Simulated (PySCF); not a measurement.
GeOCl2, SMILES [O]=[Ge]([Cl])[Cl]. Geometry optimised at PBE-D3(BJ)/def2-SVP.

Task: Give the equilibrium geometry at PBE-D3(BJ)/def2-SVP (PySCF confirms it by a frequency run) as Cartesian coordinates in Å, and its point group. (An estimate is asked for; the answer gives what the named calculation found.)

Result: point group C2v.
```xyz
4

Ge     0.0000     0.0000     0.4117
O      0.0000     0.0000     2.0569
Cl     0.0000     1.7227    -0.8714
Cl     0.0000    -1.7227    -0.8714
```
Charge 0, spin multiplicity 1.
